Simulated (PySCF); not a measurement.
TiCl₃, SMILES [Cl][Ti+]([Cl])[Cl], charge +1, multiplicity 1. Atoms are numbered in the order given.

```xyz
4

Ti     0.0000     0.0000     0.4818
Cl     1.7134     0.9892    -0.2078
Cl     0.0000    -1.9785    -0.2078
Cl    -1.7134     0.9892    -0.2078
```
Charge +1, spin multiplicity 1.

Geometry optimised at PBE0-D3(BJ)/def2-SVP. The spin state was assumed, not searched. The isomer is the one that the SMILES or the coordinates give; other isomers of the formula were not compared.

Calculation: PySCF with PBE0-D3(BJ)/def2-SVP.

Frequencies are harmonic and unscaled.

Modes within 1.5 cm⁻¹ of each other (mostly degenerate sets) share a row, with their intensities summed.

```tsv
mode	ν (cm⁻¹)	IR (km/mol)	moving atoms (share of kinetic energy)
1	121	14.3	Cl 53 %, Ti 47 %
2–3	141	0.9	Cl 88 %, Ti 12 %
4	477	12.2	Cl 78 %, Ti 22 %
5–6	565	260.8	Ti 52 %, Cl 48 %
```
